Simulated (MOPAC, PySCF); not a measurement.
C₄H₈O, SMILES `CCC(=O)C` (C–C–C–O torsion 7°), neutral singlet in the gas phase. 

Z-matrix (Å, degrees):
```
C
H 1 1.0955
H 1 1.0967 2 104.94
C 1 1.5183 2 108.05 3 113.76
O 4 1.2091 1 122.06 2 131.41
C 4 1.5132 5 121.71 1 179.68
H 6 1.0876 4 110.09 5 10.85
H 6 1.0922 7 110.22 4 -122.93
H 6 1.0938 7 109.12 8 -117.18
C 1 1.5209 2 111.50 3 -120.21
H 10 1.0895 1 110.86 2 179.30
H 10 1.0903 11 107.28 1 -121.27
H 10 1.0908 11 108.59 12 -116.98
```
Charge 0, multiplicity 1.

All levels are single points at this geometry (B3LYP-D3(BJ)/def2-TZVP); Pople sets use spherical d functions. Orbital energies aren't observables, and empty levels follow the basis.

PM7 in MOPAC gives gap (eV) = 11.02.

Task: Estimate the gap (eV) from each of these levels: B3LYP-D3(BJ)/def2-TZVP in PySCF; PBE-D3(BJ)/def2-TZVP in PySCF; B3LYP/3-21G in PySCF; B3LYP/6-31G* in PySCF; M06-2X/6-31G* in PySCF; HF/STO-3G in PySCF; PM3 in MOPAC; PM6 in MOPAC.

Result: 
| level | gap (eV) |
|---|---|
| B3LYP-D3(BJ)/def2-TZVP in PySCF | 6.37 |
| PBE-D3(BJ)/def2-TZVP in PySCF | 4.11 |
| B3LYP/3-21G in PySCF | 6.40 |
| B3LYP/6-31G* in PySCF | 6.41 |
| M06-2X/6-31G* in PySCF | 9.66 |
| HF/STO-3G in PySCF | 16.91 |
| PM3 in MOPAC | 11.52 |
| PM6 in MOPAC | 10.84 |
